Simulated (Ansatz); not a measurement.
A structure relaxed at PBE-D4/def2-SVP in Ansatz, charge -1, singlet:

Cartesian coordinates in Å:
```
Ge -0.5060 -1.9576 -4.0747
Ge -1.5850 1.9275 -4.3840
As -2.9147 -0.2196 -1.2816
Ge -0.9176 -4.2096 -0.7254
Ge 2.3542 -1.5723 -0.4205
Ge 1.0584 -4.2889 2.4340
Ge -2.8905 3.8503 -1.0727
Ge 0.5600 1.2906 -0.3528
Ge -0.9072 4.2582 2.1166
Ge -0.0968 0.0478 1.6246
Ge 3.5725 -1.2485 3.4353
Ge 2.6797 2.4998 3.1115
Ge -1.1383 -4.1369 -3.1647
Ge -3.0726 3.6560 -3.5079
Ge -2.2640 -0.3095 -3.6611
Ge 1.3924 -3.8388 0.0355
Ge 2.9953 -3.6036 3.7613
Ge -0.6206 3.5054 -0.2056
Ge 1.1452 4.3744 3.4446
Ge 1.6648 0.2771 3.3152
H -0.3381 -2.0223 -5.6276
H 0.8288 -1.4578 -3.4633
H -1.5832 1.9726 -5.9451
H -0.1342 2.2401 -3.9189
H -3.5932 -1.6006 -1.3765
H -4.2371 0.4937 -1.6393
H -1.5404 -5.5810 -0.2887
H -1.8999 -3.1234 -0.1812
H 2.4925 -1.8875 -1.9888
H 3.8289 -2.0882 -0.0471
H 0.7676 -5.7856 2.7918
H -0.1372 -3.4805 3.0330
H -3.8913 2.8516 -0.4195
H -3.3954 5.2800 -0.6877
H 0.1983 0.6556 -1.7207
H 2.0461 1.7369 -0.3427
H -1.9006 3.3103 2.8499
H -1.5597 5.6783 2.1471
H -0.5072 -1.4172 1.3448
H -1.3436 0.7646 2.2624
H 4.4736 -1.0532 2.1888
H 4.3953 -0.7578 4.6752
H 3.3425 2.6585 1.7117
H 3.8291 2.6436 4.1611
H -2.5926 -4.4297 -3.6620
H -0.2338 -5.2207 -3.8328
H -4.5364 3.3357 -3.9449
H -2.7105 5.0291 -4.1577
H -3.5199 -0.6860 -4.5152
H 2.0808 -5.1772 -0.4400
H 4.2538 -4.4604 3.4119
H 2.7575 -3.8043 5.2951
H 0.2164 4.6436 -0.8889
H 1.8802 5.7110 3.1049
H 0.7778 4.4589 4.9604
H 0.9762 0.2678 4.7230
```

Problem. Give its formula.

Solution. Ge19AsH36⁻.

Problem. Summarise the bond lengths by kind (pairs closer than 1.2 times the sum of covalent radii, bridged metal pairs left out).

Solution. 20 × Ge–Ge 2.43 to 2.51 Å; 1 × As–Ge 2.47 Å; 34 × Ge–H 1.55 to 1.61 Å; 2 × As–H 1.54 Å.

Single mean-field runs in def2-SVP are fitted with def2-universal-jkfit.
